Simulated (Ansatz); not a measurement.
Relaxation of C₂H₁₀BNSi (15 atoms, charge 0, multiplicity 1), to a largest force component of 0.015 eV/Å in at most 40 steps.

Computed with RKS B3LYP-D4/STO-3G (Ansatz 0.2.0).

```xyz
15
Properties=species:S:1:pos:R:3
B -1.232 0.081 1.073
C -0.075 -0.537 0.227
C 0.732 -1.422 1.135
N 0.876 0.491 -0.389
Si 0.072 1.194 -1.886
H -1.053 0.865 1.966
H -2.373 -0.095 0.761
H -0.468 -1.176 -0.563
H 1.584 -1.886 0.609
H 0.139 -2.226 1.615
H 1.210 -0.825 1.989
H 1.019 1.260 0.310
H 0.963 2.193 -2.470
H -0.236 0.152 -2.830
H -1.181 1.879 -1.517
```

**Question.** Where does it end, and by what steps?

**Answer.** It converged. The force dipped under the threshold on the way, but the program's further checks kept it going. Limits of this set-up: minimal basis. After 26 steps the energy has fallen by 1.890 eV; H13 moved furthest, 1.17 Å. Joined: B1–N4.

| step | energy less start (eV) | largest force component (eV/Å) | accepted |
| --- | --- | --- | --- |
| 0 | 0.0000 | 2.978 | yes |
| 1 | -0.2028 | 1.041 | yes |
| 2 | -0.3030 | 0.459 | yes |
| 3 | -0.3366 | 0.238 | yes |
| 4 | -0.3831 | 0.384 | yes |
| 5 | -0.5031 | 0.955 | yes |
| 6 | -0.7662 | 1.902 | yes |
| 7 | -1.2319 | 2.306 | yes |
| 8 | -1.3768 | 4.650 | yes |
| 9 | -1.7977 | 1.124 | yes |
| 10 | -1.8024 | 0.589 | yes |
| 11 | -1.8538 | 0.156 | yes |
| 12 | -1.8569 | 0.036 | yes |
| 13 | -1.8602 | 0.095 | yes |
| 14 | -1.8609 | 0.275 | yes |
| 15 | -1.8681 | 0.062 | yes |
| 16 | -1.8766 | 0.027 | yes |
| 17 | -1.8762 | 0.347 | no |
| 18 | -1.8795 | 0.094 | yes |
| 19 | -1.8832 | 0.163 | yes |
| 20 | -1.8848 | 0.146 | yes |
| 21 | -1.8868 | 0.102 | yes |
| 22 | -1.8890 | 0.033 | yes |
| 23 | -1.8899 | 0.070 | yes |
| 24 | -1.8902 | 0.043 | yes |
| 25 | -1.8903 | 0.004 | yes |
| 26 | -1.8903 | 0.002 | yes |

```xyz
15
Properties=species:S:1:pos:R:3
B -1.271 0.154 0.804
C -0.138 -0.825 0.300
C 1.025 -1.352 1.161
N -0.009 0.677 -0.068
Si -0.107 1.235 -1.773
H -1.241 0.527 1.911
H -2.281 0.193 0.217
H -0.286 -1.422 -0.615
H 1.971 -1.421 0.595
H 0.773 -2.361 1.523
H 1.184 -0.709 2.040
H 0.740 1.137 0.503
H 1.186 1.045 -2.392
H -1.117 0.435 -2.421
H -0.452 2.637 -1.755
```

Whether the end is a true minimum wasn't checked by a vibrational analysis.

Time of the run: 79 s on 1 thread of Arm Neoverse V2 (shared host), peak memory 0.15 GiB.
